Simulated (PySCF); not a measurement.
BO, SMILES [B]=O, multiplicity 2.

Coordinates come from a B3LYP-D3(BJ)/def2-TZVPD optimisation.

These are B3LYP-D3(BJ)/def2-TZVPD in PySCF 2.14.0 values and carry that method's errors.

Harmonic, unscaled wavenumbers; measured fundamentals usually lie a few per cent lower.

```
mode  ν (cm⁻¹)  IR (km/mol)  moving atoms (share of kinetic energy)
----  --------  -----------  --------------------------------------
1         1923         51.1                          B 60 %, O 40 %
```
